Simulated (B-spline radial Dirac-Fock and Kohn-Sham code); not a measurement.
Dipole and non-dipole photoemission parameters of Os⁴⁺ 3d5/2

System: the Os⁴⁺ ion, configuration [Xe] 4f14 5d4; threshold 2019.5 eV (orbital energy of the model). These are calculated numbers from an atomic code on a B-spline grid; the model is Dirac-Hartree-Slater photoionisation with a Latter tail; cross sections with all multipoles, angular parameters from the dipole term and its interference with E2.

For linearly polarised light dσ/dΩ = σ/(4π) [1 + β P₂(cos θ) + (δ + γ cos²θ) sin θ cos φ], with θ from the polarisation vector and φ the angle between the beam and the projection of the electron momentum on the plane normal to the polarisation.

| hν (eV) | σ (kb) | β | γ | δ |
| --- | --- | --- | --- | --- |
| 2030 | 550 | 0.624 | -0.008 | 0.000 |
| 2310 | 419 | 0.649 | -0.176 | -0.018 |
| 2984.4 | 211 | 1.053 | -0.154 | 0.023 |
| 3070 | 195 | 1.077 | -0.132 | 0.027 |
| 3840 | ? | ? | ? | ? |
| 4000 | 91.3 | 1.206 | 0.158 | 0.063 |
| 4120 | 83.6 | 1.212 | 0.196 | 0.067 |
| 6590 | 19.5 | 1.201 | 0.843 | 0.125 |
| 9310 | 6.19 | 1.109 | 1.323 | 0.183 |
| 14000 | 1.49 | 0.959 | 1.848 | 0.280 |
| 15000 | 1.17 | 0.931 | 1.931 | 0.301 |

Q: Give the values at 3840 eV.

A: σ = 103 kb, β = 1.195, γ = 0.107, δ = 0.058.
